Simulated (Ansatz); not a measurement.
Total energies of the cluster CdF2⁻ from Ansatz at PBE-D4/def2-TZVPD, gas phase (1 Eh = 27.2114 eV = 2625.5 kJ/mol). The reference geometry is relaxed at PBE-D4/def2-TZVPD.

```xyz
3

Cd    0.407   -0.479    0.258
F    -0.830   -0.985   -1.412
F     0.423    1.464    1.153
```

| state | geometry | energy (Eh) |
| --- | --- | --- |
| charge -1 doublet | reference | -367.44866 |
| charge 0 singlet | reference | -367.35678 |
| charge -1 quartet | relaxed at PBE-D4/def2-TZVPD | -367.25806 |

In the def2 sets Cd takes a core potential; there is no spin–orbit coupling.

**Question.** Work out the vertical ionisation energy to the singlet.

**Answer.** E(charge 0 singlet) − E(charge -1 doublet) = -367.35678 − (-367.44866) = 0.09188 Eh = 2.50 eV. For comparison, −ε of the highest occupied level of the spin that leaves is -0.39 eV at this level, 2.89 eV less.

**Question.** Which of the charge -1 states is lowest, and how far above it are the others?

**Answer.** The doublet. quartet: -367.25806 − (-367.44866) = 0.19060 Eh = 500.4 kJ/mol.

At PBE-D4/def2-TZVPD the highest occupied level of the charge -1 doublet lies above zero (up to 0.39 eV). By energy differences its removal costs 2.50 eV (vertical, to the charge 0 singlet, at PBE-D4/def2-TZVPD); a positive level beside a positive removal energy at the same level points to self-interaction error. At PBE-D4/def2-TZVPD the highest occupied level of the charge -1 quartet lies above zero (up to 2.59 eV). It is a level of α spin, whose loss leaves a triplet; that state wasn't run at this geometry and level. The electron is either unbound and held by the finite basis, or the level is raised by self-interaction error. 

The structure comes from a short search, and lower isomers may exist.
